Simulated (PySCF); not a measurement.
Isomers of C6H11NO, one conformer each; single-point electronic energies without zero-point terms and without any empirical dispersion term.

Level: CAM-B3LYP/def2-SVPD in PySCF, non-relativistic, each on one gas-phase PBE0-D3(BJ)/def2-SVP geometry that isn't relaxed in the solvent. The solvent is an IEF-PCM continuum (cavity from Bondi-type radii × 1.2). Specific hydrogen bonds and non-electrostatic terms are outside this model.

```json
{"isomer": "`C=C[C@@H](CC)C(N)=O`", "relative energy, gas (kcal/mol)": "0.0", "dipole (D)": "3.49"}
{"isomer": "`CC[C@H](OCC)C#N`", "relative energy, gas (kcal/mol)": "19.9", "dipole (D)": "3.36"}
```

Task: How do the relative energies look in cyclohexane (ε = 2.017)?

Result: 
| isomer | relative energy, solvent (kcal/mol) | E(solvent) − E(gas) (kcal/mol) | dipole in solvent (D) |
| --- | --- | --- | --- |
| `C=C[C@@H](CC)C(N)=O` | 0.0 | -3.2 | 3.97 |
| `CC[C@H](OCC)C#N` | 20.4 | -2.7 | 3.75 |

The order is unchanged. Conformers: `[CH2:1]=[CH:2][C@@H:3]([CH2:4][CH3:5])[C:6]([NH2:7])=[O:8]` with C1–C2–C3–C4 121°, C2–C3–C4–C5 -164°, C2–C3–C6–N7 53°, C3–C6–N7–H -176° and -12°; `[CH3:1][CH2:2][O:3][C@H:4]([C:5]#[N:6])[CH2:7][CH3:8]` with C1–C2–O3–C4 -179°, C2–O3–C4–C5 -66°, O3–C4–C7–C8 -178°. `C=C[C@@H](CC)C(N)=O` gains most from the continuum, and it has the largest gas-phase dipole. The gains span 0.5 kcal/mol, the gas-phase energies 19.9 kcal/mol.
